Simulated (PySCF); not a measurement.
In(OH)2(tBu), C4H11InO2, SMILES C[C](C)(C)[In]([OH])[OH], GFN2-xTB optimised geometry.

```
18

In    -1.04    -0.13     0.00
O     -2.47     1.25     0.00
H     -2.23     2.18    -0.05
O     -1.92    -1.89     0.10
H     -2.87    -1.77     0.14
C      1.27    -0.13     0.00
C      1.69    -0.42     1.42
C      1.66    -1.25    -0.93
C      1.77     1.22    -0.47
H      2.78    -0.51     1.48
H      1.25    -1.36     1.76
H      1.37     0.37     2.10
H      1.17    -2.18    -0.63
H      1.36    -1.02    -1.96
H      2.74    -1.41    -0.91
H      1.43     1.43    -1.49
H      1.43     2.02     0.19
H      2.87     1.23    -0.48
```

Density from PBE0/def2-SVP, def2 effective core potentials past Kr (PySCF 2.14.0) at that geometry. The core electrons that the potentials of In replace are not part of the density.

Minimum of the electron density along straight lines between bonded atoms, close to the bond critical point (lines longer than 1.1 times the sum of covalent radii, or with two minima, are not listed):

```csv
bond,length / Å,ρ at the minimum / e bohr⁻³,∇²ρ there / e bohr⁻⁵,position (fraction from the first atom)
In1–O2,1.991,0.102,0.62,0.52
O2–H3,0.954,0.360,-2.31,0.81
In1–O4,1.975,0.107,0.65,0.52
O4–H5,0.956,0.358,-2.29,0.81
In1–C6,2.312,(withheld),(withheld),0.51
C6–C7,1.512,0.250,-0.57,0.50
C6–C8,1.510,0.251,-0.58,0.50
C6–C9,1.512,0.251,-0.58,0.50
C7–H10,1.093,0.272,-0.98,0.62
C7–H11,1.090,0.276,-1.01,0.62
C7–H12,1.091,0.274,-0.99,0.62
C8–H13,1.089,0.277,-1.02,0.63
C8–H14,1.090,0.275,-0.99,0.62
C8–H15,1.092,0.272,-0.98,0.62
C9–H16,1.091,0.275,-0.99,0.62
C9–H17,1.091,0.274,-0.99,0.62
C9–H18,1.093,0.273,-0.98,0.62
```

**Question.** Complete the blanks.

**Answer.** 
- In1–C6, ρ at the minimum / e bohr⁻³: 0.077
- In1–C6, ∇²ρ there / e bohr⁻⁵: 0.09
